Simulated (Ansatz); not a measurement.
Reaction (cleavage of the Si–Si bond): `B[SiH]([SiH3])Cl` + `[OH][Al]([F])[SH]` → `[F][Al]([SH])[O][SiH3]` + `B[SiH2]Cl`

Computed with Ansatz on PBE0-D4/def2-TZVP structures; ΔE is electronic, products minus reactants. CBS: MP2 limit from def2 TZ/QZ plus the TZ coupled-cluster correction, frozen cores. Functionals use def2-TZVPP. HSE06 is defined as in plane-wave codes. Each species was taken in one conformer, which may not be the lowest.

**Question.** Is it downhill or uphill in electronic energy at CCSD(T)/CBS, and by how much? (Estimate.)

**Answer.** Ansatz gave: Downhill: ΔE = -102.4 kJ/mol.

**Question.** What do these levels give: CAM-B3LYP-D4, ωB97M-V, HSE06, CCSD/def2-SVP, CCSD(T)/def2-SVP, SCS-MP2/def2-TZVPP? (Best estimate.)

**Answer.** The calculation gave: CAM-B3LYP-D4 -110.5, ωB97M-V -104.4, HSE06 -84.8, CCSD/def2-SVP -107.9, CCSD(T)/def2-SVP -104.3, SCS-MP2/def2-TZVPP -116.8 kJ/mol.

Largest T1 diagnostic among the species: 0.012.

From r2SCAN to r2SCAN0 (25 % exact exchange), in def2-TZVPP and without D4, ΔE moves by −5.8 kJ/mol. The D4 term adds +4.3 kJ/mol with B3LYP and +2.3 kJ/mol with PBE0; it sums over pairs of atoms, weighted by their polarisabilities, and B3LYP, whose exchange is more repulsive, gets the larger term. In def2-TZVPP, CCSD(T) changes the Hartree–Fock value by +35.0 kJ/mol (the triples alone add +5.5 kJ/mol) and MP2 by +29.8 kJ/mol.

B3LYP here is the variant with VWN-RPA as its local correlation; programs differ in this.
